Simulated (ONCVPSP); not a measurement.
## u(r) = r·R(r): atom against pseudo-atom (Ca)

Columns: radius, all-electron u(r) and pseudo u(r) of the 3p shell (level -28.06 eV) of calcium in the configuration [Ne] 3s2 3p6 4s2; PW91, scalar-relativistic, ONCV scheme, ONCVPSP 4.0.1.

| r (bohr) | all-electron | pseudo |
| --- | --- | --- |
| 0.085 | -0.2683 | 0.0158 |
| 0.170 | -0.4664 | 0.0622 |
| 0.255 | -0.4256 | 0.1368 |
| 0.340 | -0.2338 | 0.2349 |
| 0.425 | 0.0167 | 0.3502 |
| 0.510 | 0.2668 | 0.4741 |
| 0.595 | 0.4857 | 0.5972 |
| 0.680 | 0.6615 | 0.7105 |
| 0.765 | 0.7919 | 0.8058 |
| 0.850 | 0.8800 | 0.8780 |
| 0.935 | 0.9310 | 0.9244 |
| 1.020 | 0.9514 | 0.9455 |
| 1.105 | 0.9478 | 0.9441 |
| 1.190 | 0.9262 | 0.9244 |
| 1.275 | 0.8915 | 0.8909 |
| 1.360 | 0.8480 | 0.8479 |
| 1.445 | 0.7989 | 0.7988 |
| 1.530 | 0.7467 | 0.7467 |
| 1.615 | 0.6934 | 0.6934 |
| 1.700 | 0.6404 | 0.6404 |
| 1.785 | 0.5887 | 0.5887 |
| 1.870 | 0.5391 | 0.5391 |
| 1.955 | 0.4921 | 0.4921 |
| 2.040 | 0.4479 | 0.4478 |
| 2.125 | 0.4066 | 0.4066 |
| 2.210 | 0.3684 | 0.3683 |

Q: How many radial nodes do the two functions have?

A: The all-electron 3p function has n − l − 1 = 1; the pseudo-wave has 0, since the states of the same l below it are removed with the core.

Q: At about which radius was the pseudo-wave matched?

A: 1.50 bohr. The columns agree to 0.0005 from 1.36 bohr on; several derivatives are matched, so the curves merge somewhat inside the radius.

Q: Is the pseudo-wave norm-conserving?

A: Yes: the ONCV scheme keeps the norm inside the radius equal to the all-electron one, which fixes the energy derivative of the logarithmic derivative at the level.
